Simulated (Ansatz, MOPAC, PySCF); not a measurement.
Stepwise substitution at one centre (Al OH-I). Isolated molecules, 0 K electronic values unless said otherwise. One relaxed conformer stands for each flexible species; it need not be the lowest. Strings in code marks are SMILES.

Quantity: redistribution energy (mixed species minus the weighted end members), in eV. Semi-empirical values (MOPAC) are differences of heats of formation.

Level 1: frozen-core MP2/def2-TZVPP // B3LYP-D3(BJ)/def2-TZVP (Ansatz, an electronic-structure program)
Level 2: B3LYP/LANL2DZ // B3LYP-D3(BJ)/def2-TZVP (PySCF)
Level 3: HF/def2-TZVPP // B3LYP-D3(BJ)/def2-TZVP (Ansatz)
Level 4: AM1 // B3LYP-D3(BJ)/def2-TZVP (MOPAC)

```tsv
species	level 2	level 3	level 4
1 of 3 OH replaced by I: `[OH][Al]([OH])[I]` (H–O–Al–I torsion 0°, I–Al–O–H torsion 0°)	0.092	-0.032	0.208
2 of 3 OH replaced by I: `[OH][Al]([I])[I]` (H–O–Al–I torsion 180°)	0.035	-0.030	0.055
```

Question: What does level 1 give for each?

Answer: 
- 1 of 3 OH replaced by I: `[OH][Al]([OH])[I]` (H–O–Al–I torsion 0°, I–Al–O–H torsion 0°): 0.005
- 2 of 3 OH replaced by I: `[OH][Al]([I])[I]` (H–O–Al–I torsion 180°): 0.011
